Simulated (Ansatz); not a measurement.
Gas-phase electronic energies from Ansatz, PBE0-D4/def2-TZVP geometries. CBS: MP2 limit from def2 TZ/QZ plus the TZ coupled-cluster correction, frozen cores. DFT in def2-TZVPP. B3LYP here is the variant with VWN-RPA as its local correlation; programs differ in this. For Se outer-core shells are correlated without core-valence functions, which leaves a few kJ/mol of doubt a bond. Scalar relativity is left out up to krypton. One conformer a species, not always the lowest.

Reaction (formal exchange of groups at the Se–Si bond): `CO[SiH](F)[SeH]` + `[CH3][AlH][CH]=N` → `[CH3][AlH][C](=N)[SeH]` + `CO[SiH2]F`

```tsv
level	ΔE (kJ/mol)	difference from CCSD(T)/CBS
PBE-D4	54.8	-12.9
r2SCAN-D4	58.4	-9.3
PBE0-D4	65.5	-2.2
B3LYP-D4	59.5	-8.2
ωB97X-V	69.5	1.8
ωB97M-V	71.1	3.4
B2PLYP	60.8	-6.9
PBE	55.3	-12.4
r2SCAN	58.5	-9.2
PBE0	65.9	-1.8
B3LYP	60.4	-7.3
HF/def2-TZVPP	79.6	11.9
MP2/def2-TZVPP	60.8	-6.9
SCS-MP2/def2-TZVPP	61.4	-6.3
CCSD/def2-TZVPP	67.9	0.2
CCSD(T)/def2-TZVPP	63.1	-4.6
HF/def2-QZVPP	79.3	11.6
MP2/def2-QZVPP	63.3	-4.4
SCS-MP2/def2-QZVPP	63.9	-3.8
HF/CBS(def2)	79.3	11.6
MP2/CBS(def2)	65.4	-2.3
CCSD/CBS(def2)	72.5	4.8
CCSD(T)/CBS	67.7	0
```

Largest T1 diagnostic among the species: 0.012.

From PBE to PBE0 (25 % exact exchange), in def2-TZVPP and without D4, ΔE moves by +10.6 kJ/mol. In def2-TZVPP, CCSD(T) changes the Hartree–Fock value by −16.5 kJ/mol (the triples alone add −4.8 kJ/mol) and MP2 by −18.8 kJ/mol.
